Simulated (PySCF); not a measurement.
**Excited states of Ba (barium, neutral)**

Ground state [Xe] 6s2, ¹S. Computed with PySCF 2.14 in x2c-SVPall with two added diffuse shells each of s, d type (9s5p7d1f, 66 functions), with scalar relativity by spin-free X2C-1e. Vertical excitation energies in eV without spin-orbit coupling; excited terms of each kind are numbered among those the solver found. Frozen: [Kr] 4d10 5s2.

```tsv
term	leading excitation	EOM-EE-CCSD	measured centre of gravity (NIST)
1 3P°	6s → p	1.436	1.622 (6s6p)
1 3D	6s → d	1.737	1.160 (6s5d)
1 1D	6s → d	1.992	1.413 (6s5d)
1 1P°	6s → p	2.321	2.239 (6s6p)
1 1S	6s → s	3.338	n/a
2 1D	6s → d	3.745	n/a
2 3D	6s → d	3.791	n/a
1 3S	6s → s	3.990	n/a
```

Only the lower part of the computed list is shown. Doubly excited terms such as np² are absent. The solver can miss terms. Rydberg members are limited by the diffuse functions of the basis.
